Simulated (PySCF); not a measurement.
AlH2, SMILES [AlH2+], charge +1. Coordinates come from a ωB97X-D3(BJ)/def2-TZVPD optimisation. The spin state was assumed, not searched. The isomer is the one that the SMILES or the coordinates give; other isomers of the formula were not compared.

TDDFT-M06-2X/def2-TZVPD (PySCF) puts the lowest singlet excitations at 6.15, 6.15, 8.88, 10.10, 10.10, 10.97 eV and the lowest triplet (TDA) at 5.62 eV.

**Question.** What are the lowest singlet roots from EOM-CCSD/aug-cc-pVDZ run with PySCF? (An estimate is asked for; the answer gives what the named calculation found.)

**Answer.** 6.44, 6.44, 9.36, 9.96, 9.96, 10.23 eV; triplets 6.07, 6.07, 6.28 eV. S1 differs by 0.29 eV (second minus first; roots are paired by order, and the bases may differ).
